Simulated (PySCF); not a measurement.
C4H4Cl2, SMILES CC(Cl)=C=CCl.

Coordinates come from a B3LYP-D3(BJ)/def2-SVP optimisation.

Two levels are set side by side: PBE/def2-TZVP (PySCF) and HF/def2-TZVP (PySCF). Same geometry, gas phase. Differences are taken from unrounded values.

```json
[
 {"quantity": "orbital gap (eV)", "HF": "13.21"},
 {"quantity": "highest occupied level (eV)", "HF": "-10.22"},
 {"quantity": "lowest empty level (eV)", "HF": "2.99"},
 {"quantity": "dipole moment (D)", "HF": "2.15"},
 {"quantity": "mean polarisability (bohr³)", "HF": "76.5"}
]
```

What does PBE give, and how far is it from HF? (Estimate from the structure and the level; the computed values follow.)


```json
[
 {"quantity": "orbital gap (eV)", "PBE": "4.50", "PBE minus HF": "-8.72"},
 {"quantity": "highest occupied level (eV)", "PBE": "-6.43", "PBE minus HF": "3.80"},
 {"quantity": "lowest empty level (eV)", "PBE": "-1.93", "PBE minus HF": "-4.92"},
 {"quantity": "dipole moment (D)", "PBE": "1.91", "PBE minus HF": "-0.24"},
 {"quantity": "mean polarisability (bohr³)", "PBE": "81.7", "PBE minus HF": "5.1"}
]
```

PBE's occupied levels lie high since its potential decays too fast outside the molecule; exact exchange lowers them and widens the gap. PBE's more diffuse valence density responds more strongly to a field. Differences between two approximate levels are no errors against the true value.

Rough cost on one machine, each run with all the roots and properties that it gave: HF against PBE about 1/3.
